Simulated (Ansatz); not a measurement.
Molecule: C2H9OSi2 (charge -1, singlet). It need not be the lowest isomer of its formula. Whether it binds its extra electron was not tested at this geometry. 
Structure (B3LYP-D3(BJ)/def2-TZVP (Ansatz, a program for electronic structure) minimum search):
SMILES: C[Si](C)([O-])[SiH3]
```xyz
14

C     -1.7421    -0.7355    -0.6785
Si    -0.3909     0.1264     0.3670
C     -0.4533     1.9438    -0.2290
O     -0.4419    -0.1079     1.9100
Si     1.6492    -0.6890    -0.6214
H     -1.6126    -0.5610    -1.7520
H     -1.7349    -1.8145    -0.5031
H     -2.7290    -0.3588    -0.3875
H     -1.4028     2.3985     0.0751
H      0.3528     2.5259     0.2252
H     -0.3671     2.0283    -1.3175
H      1.8073    -0.5151    -2.1110
H      1.8823    -2.1589    -0.4275
H      2.8945    -0.0545    -0.0745
```
Charge -1, spin multiplicity 1.

Total electronic energies in hartree. Cores are frozen in the correlated levels unless marked. Spin-orbit coupling is left out. Non-relativistic. CBS marks a two-point X^-3 extrapolation of the correlation energy; Hartree-Fock from the larger set. [CCSD(T)-MP2]/basis is that difference in the basis named.

| level | program | energy (Eh) |
|---|---|---|
| HF/STO-3G | Ansatz | -724.93341 |
| SVWN5/def2-TZVPD | Ansatz | -732.38557 |
| PBE/def2-TZVPD | Ansatz | -735.51582 |
| B97M-V/def2-TZVPD | Ansatz | -735.84964 |
| PBE0-D3(BJ)/def2-TZVP | Ansatz + dftd3 | -735.59328 |
| BHLYP-D4/def2-TZVPD | Ansatz + dftd4 | -735.93586 |
| HSE06/def2-TZVPD | Ansatz | -735.56385 |
| CAM-B3LYP-D3(BJ)/def2-TZVPD | Ansatz + dftd3 | -735.96523 |
| CAM-B3LYP/def2-TZVPD | Ansatz | -735.95486 |
| LC-wPBE-D3(BJ)/def2-TZVPD | Ansatz + dftd3 | -735.75431 |
| MP2/cc-pV(T+d)Z | Ansatz | -734.72488 |
| SCS-MP2/cc-pV(Q+d)Z | Ansatz | -734.82232 |
| CCSD(T)/STO-3G | Ansatz | -725.23461 |
| CCSD(T)/6-31G | Ansatz | -734.04477 |
| RI-MP2/CBS(aug-cc-pV(T+d)Z,aug-cc-pV(Q+d)Z)+[CCSD(T)-MP2]/aug-cc-pV(T+d)Z | Ansatz | -734.9482 |

Totals of different functionals don't rank their quality; only differences between species are comparable.
